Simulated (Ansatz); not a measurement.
C6H10O4, SMILES `CCOC(=O)C(=O)OCC` from Hartree–Fock to CCSD(T)

```csv
atom,x (Å),y (Å),z (Å)
C1,2.888,1.625,1.537
C2,2.345,0.271,1.920
O3,0.963,0.144,1.546
C4,0.727,-0.228,0.299
O5,1.546,-0.489,-0.535
C6,-0.781,-0.242,0.029
O7,-1.537,0.573,0.477
O8,-1.089,-1.241,-0.781
C9,-2.468,-1.334,-1.179
C10,-2.752,-0.442,-2.362
H11,2.291,2.422,1.983
H12,3.915,1.722,1.897
H13,2.894,1.749,0.454
H14,2.912,-0.534,1.448
H15,2.345,0.128,3.000
H16,-2.606,-2.386,-1.426
H17,-3.098,-1.076,-0.326
H18,-2.090,-0.683,-3.195
H19,-3.784,-0.586,-2.689
H20,-2.622,0.608,-2.097
```

The species carries charge 0 and has multiplicity 1. All single points use the PBE0-D4/def2-TZVP geometry. It is one conformer, not always the lowest. Frozen core, restricted reference, Ansatz. CBS rows extrapolate triple and quadruple zeta; past MP2 they add the triple-zeta difference.

```csv
basis,HF (Eh),MP2 corr.,CCSD corr.,(T),CCSD(T) total
def2-SVP,-532.09429,-1.54072,-1.60795,-0.05176,-533.75400
def2-TZVPP,?,-1.91865,?,-0.08447,?
def2-QZVPP,-532.74106,-2.05659,–,–,–
CBS(def2),?,?,-2.20192,as TZ,?
```

Problem. Fill in the withheld values. (An estimate is asked.)

Solution. The calculation gave: def2-TZVPP HF (Eh): -532.71699; def2-TZVPP CCSD corr.: -1.96181; def2-TZVPP CCSD(T) total: -534.76327; CBS(def2) HF (Eh): -532.74437; CBS(def2) MP2 corr.: -2.15876; CBS(def2) CCSD(T) total: -535.03076.
